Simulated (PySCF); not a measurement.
Point-charge models of `CCCN(NC)C1CC1` against its computed dipole.

Coordinates (GFN2-xTB, Å) and charges (e) from the PBE0/pcSseg-1 density (PySCF):

```tsv
atom	x	y	z	Mulliken	IAO	Hirshfeld	ESP-fitted
C1	-3.303	0.337	-1.012	-0.2731	-0.4189	-0.1186	-0.4806
C2	-1.908	-0.267	-0.924	-0.2475	-0.2510	-0.0778	+0.4232
C3	-1.030	0.493	0.065	+0.0186	-0.1384	-0.0324	-0.2646
N4	0.302	-0.094	0.121	-0.4498	-0.1714	-0.0421	-0.1430
N5	0.205	-1.406	0.646	-0.3421	-0.3192	-0.1066	-0.4564
C6	1.266	-2.278	0.193	-0.0833	-0.3016	-0.0805	-0.1373
C7	1.233	0.735	0.836	-0.0802	-0.0496	-0.0075	+0.1793
C8	2.666	0.765	0.394	-0.1821	-0.2966	-0.0946	-0.2232
C9	1.782	1.950	0.154	-0.1943	-0.2980	-0.0921	-0.4582
H10	-3.918	-0.225	-1.711	+0.1142	+0.1412	+0.0400	+0.0985
H11	-3.254	1.369	-1.351	+0.1015	+0.1314	+0.0353	+0.1028
H12	-3.789	0.319	-0.039	+0.1045	+0.1335	+0.0361	+0.1118
H13	-1.428	-0.246	-1.903	+0.1087	+0.1325	+0.0317	-0.0485
H14	-1.968	-1.307	-0.602	+0.1280	+0.1456	+0.0266	-0.0586
H15	-0.918	1.531	-0.257	+0.1151	+0.1327	+0.0370	+0.1054
H16	-1.507	0.493	1.060	+0.0752	+0.0959	+0.0209	+0.0706
H17	0.171	-1.390	1.672	+0.1581	+0.2129	+0.0962	+0.2998
H18	1.018	-3.295	0.497	+0.1098	+0.1438	+0.0431	+0.0986
H19	2.259	-2.025	0.587	+0.0974	+0.1109	+0.0261	+0.0395
H20	1.295	-2.230	-0.894	+0.1118	+0.1528	+0.0413	+0.0980
H21	1.045	0.814	1.914	+0.0932	+0.1070	+0.0292	+0.0512
H22	2.936	0.172	-0.465	+0.1323	+0.1544	+0.0467	+0.1255
H23	3.435	0.832	1.149	+0.1235	+0.1463	+0.0456	+0.1134
H24	1.465	2.134	-0.860	+0.1330	+0.1541	+0.0487	+0.1835
H25	1.933	2.843	0.741	+0.1274	+0.1497	+0.0474	+0.1695
```

Task: Compute μ = Σ q r for each scheme (1 e·Å = 4.803 D) and compare with the dipole of the full density.

Result: The full density gives (0.78, 0.28, 1.04) D, 1.33 D in size; dipole vectors point from the negative to the positive end.

```csv
scheme,μx,μy,μz,size (D),share of the full size (%),angle to the full dipole (°)
Mulliken,0.81,0.50,-0.05,0.95,71,55
IAO,0.52,0.18,0.46,0.72,54,11
Hirshfeld,0.48,0.04,0.49,0.69,51,12
ESP-fitted,0.79,0.29,1.05,1.34,101,0
```

Task: Which set comes closest?

Result: Length of the difference vector: ESP-fitted 0.01 D, IAO 0.65 D, Hirshfeld 0.68 D, Mulliken 1.11 D. Closest: ESP-fitted. ESP charges are fitted to the potential around the molecule, whose slowest-falling term is the dipole's. 

Task: What is left for the Hirshfeld atoms' own dipoles?

Result: The shares of the density sum to the whole, so what Σ q r misses lies in dipoles about the nuclei. The atomic dipoles sum to (0.78, 0.28, 1.04) − (0.48, 0.04, 0.49) = (0.30, 0.24, 0.55) D, 0.68 D in size.

Task: With the origin at the mean of the coordinates, (0.000, 0.001, 0.000) Å, which are the largest single terms, by size, of the ESP-fitted dipole along the direction of the full one?

Result: C1 +6.13, C2 -3.86, C9 -3.48, C8 -2.18, H25 +1.89 D; all 25 atoms together +1.34 D. The single terms depend on the origin, their sum doesn't.

Task: Give the size of the full dipole in other units.

Result: 1.33 D = 0.525 au = 0.278 e·Å = 4.45 × 10⁻³⁰ C·m.

Geometry: GFN2-xTB, one conformer, isolated molecule.

Conformer computed: `[CH3:1][CH2:2][CH2:3][N:4]([NH:5][CH3:6])[CH:7]1[CH2:8][CH2:9]1`: C1–C2–C3–N4 -179°, C2–C3–N4–N5 -65°, C3–N4–N5–C6 153°, C3–N4–C7–C8 -146°.
